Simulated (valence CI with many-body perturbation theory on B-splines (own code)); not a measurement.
The numbers below are computed, except where a source is named.
## Run record, Cs XXXIV

Level of theory: valence CI with perturbative core correlation (CI+MBPT): four valence electrons over a frozen Dirac-Fock core [Ar], a basis of 6 s, 6 p, 5 d, 5 f, 1 g functions for each j, with the one-electron correlation potential Σ1 (screened to all orders), the two-electron term Σ2, the three-electron term Σ3, Breit, model QED; selected single and double excitations, second order for the rest, scaled by the run's own slope (own B-spline code, finite nucleus).

Command, and the settings that its task file holds:

```sh
python run_cv.py task.json out
```

```
atom Cs  Z=55  mass_number=133  rms_radius_fm=4.8041
core [Ar]
valence 3d4
avg = 1
basis = S
breit = 1
cap = 10000
capref = 1200
cscale = 1
de = 0.0
dress = 0
eps = 2e-08
extrap = 1
h = 0.27
hh = 1
l2 = 3
lcore = 6
maxit = 60
n2 = 5
natural = 1
nlev = 21
nno = [3, 3, 3, 3, 1]
nroot = 26
nsp = [3, 3, 2, 2, 0]
pt2 = 1
qed = 1
rpa = 1
s1 = -1
s2 = 1
s3 = 1
screen = 1
tol = 2e-05
whole = 1
```

It took 21 s on 1 thread of AMD EPYC 7R43 64-Core Processor (Zen 3), with other jobs on the host.

Log. The first blocks belong to the next ion, which gives the ionisation energy. Fields: 2J, parity (1 odd), roots, reference size, generating configurations, candidates as configurations/state functions, variational space P, stored matrix elements, Davidson steps; e2 is the range of second-order energies in hartree. The first line gives the box (bohr), its intervals, the orbitals and the steps of their self-consistent field. Window is the range of levels sought, series limit the energy at which the first omitted orbital would enter, core excitation an estimate of the first excitation out of the core, left out the lowest levels not solved, and shifts from estimates the range by which levels moved from their first estimate, all in cm⁻¹.

```
rmax 3.4 intervals 58 orbitals 40 references ['3d4', '3d3 4s', '3d3 4p'] scf 4 t 0.9
2J=3 par=0 roots 2 ref 27 generators 4 cand 353/971 P 369/998 nnz 0 it 0
2J=3 par=0 roots 2 ref 27 generators 4 cand 413/904 P 782/1902 nnz 0 it 5
   second order: generators 7 cand 772/1813 e2 -0.00000 -0.00000
2J=5 par=0 roots 2 ref 29 generators 3 cand 282/962 P 297/991 nnz 0 it 0
2J=5 par=0 roots 2 ref 29 generators 3 cand 490/1211 P 787/2202 nnz 0 it 5
   second order: generators 6 cand 779/2125 e2 -0.00000 -0.00000
2J=7 par=0 roots 2 ref 22 generators 2 cand 300/978 P 312/1000 nnz 0 it 0
2J=7 par=0 roots 2 ref 22 generators 2 cand 434/1054 P 746/2054 nnz 0 it 4
   second order: generators 5 cand 722/1922 e2 -0.00000 -0.00000
reference levels 556, estimated 32, window 444215 1/cm; series limit 11645295, core excitation 1602363
2J=0 par=0 roots 3 ref 17 generators 4 cand 106/179 P 1118/2015 nnz 0 it 3
2J=0 par=0 roots 3 ref 17 generators 4 cand 34/47 P 1152/2062 nnz 0 it 3
   second order: generators 6 cand 1138/2932 e2 -0.00001 -0.00000
2J=2 par=0 roots 4 ref 36 generators 3 cand 229/970 P 730/3490 nnz 2.8e+06 it 4
2J=2 par=0 roots 4 ref 36 generators 3 cand 454/1855 P 1184/5345 nnz 6.3e+06 it 4
   second order: generators 6 cand 1542/10624 e2 -0.00001 -0.00000
2J=4 par=0 roots 6 ref 51 generators 4 cand 145/968 P 474/3421 nnz 2.9e+06 it 5
2J=4 par=0 roots 6 ref 51 generators 4 cand 742/4270 P 1216/7691 nnz 1.3e+07 it 7
   second order: generators 7 cand 1542/15029 e2 -0.00001 -0.00000
2J=8 par=0 roots 6 ref 42 generators 4 cand 153/961 P 461/3479 nnz 3.1e+06 it 5
2J=8 par=0 roots 6 ref 42 generators 4 cand 707/4052 P 1168/7531 nnz 1.3e+07 it 8
   second order: generators 8 cand 1526/15143 e2 -0.00001 -0.00000
2J=6 par=0 roots 5 ref 49 generators 3 cand 124/985 P 414/3456 nnz 3.1e+06 it 5
2J=6 par=0 roots 5 ref 49 generators 3 cand 766/4718 P 1180/8174 nnz 1.5e+07 it 5
   second order: generators 6 cand 1548/16463 e2 -0.00001 -0.00000
2J=10 par=0 roots 2 ref 25 generators 2 cand 197/995 P 577/3494 nnz 3.1e+06 it 4
2J=10 par=0 roots 2 ref 25 generators 2 cand 467/2281 P 1044/5775 nnz 8e+06 it 4
   second order: generators 3 cand 805/7345 e2 -0.00000 -0.00000
2J=12 par=0 roots 2 ref 14 generators 2 cand 254/980 P 789/3435 nnz 3e+06 it 4
2J=12 par=0 roots 2 ref 14 generators 2 cand 140/556 P 929/3991 nnz 4e+06 it 4
   second order: generators 4 cand 1312/8414 e2 -0.00001 -0.00001
left out: unestimated 684736, estimated 563142, shifts from estimates -369 to 20
operators 1.5
```

The Davidson iterations converged. The settings are bad on purpose, so the numbers may not be properties of the ion.

The last digits are not significant, and no measured levels were compared; by estimate large intervals hold to a few tenths of a per cent, small ones and those within an open d or f shell to about a per cent. Only levels of the ground parity were solved; by the run's estimate the other parity begins above the list, which can be wrong where configurations are misplaced.

- Valence energy: -334.4005 hartree
- Ionisation energy: 2132.9 eV (NIST: 2137 ± 5 eV (theoretical))
- Reference configurations for the orbitals: 3d4, 3d3 4s, 3d3 4p
- Radial orbitals: 40
- Box radius: 3.371 bohr
- Largest variational space: 8174
- Lowest levels: (3d3/2^4) J=0 0.000, (3d3/2^3 3d5/2) J=1 11.073, (3d3/2^3 3d5/2) J=2 17.370, (3d3/2^3 3d5/2) J=4 19.476, (3d3/2^3 3d5/2) J=3 20.440, (3d3/2^2 3d5/2^2) J=0 28.909, (3d3/2^2 3d5/2^2) J=4 [a] 30.440, (3d3/2^2 3d5/2^2) J=2 [a] 32.625, (3d3/2^2 3d5/2^2) J=3 [a] 32.769, (3d3/2^2 3d5/2^2) J=5 35.282, (3d3/2^2 3d5/2^2) J=1 36.552, (3d3/2^2 3d5/2^2) J=6 37.272, (3d3/2^2 3d5/2^2) J=4 [b] 40.106, (3d3/2^2 3d5/2^2) J=2 [b] 41.027 eV

Levels are named by their leading jj configuration (3d3/2^4 stands for four electrons in 3d with j = 3/2), which in mixed levels can hold well under half, so a name can repeat and another be missing. Letters in brackets count levels of one name in rising energy.
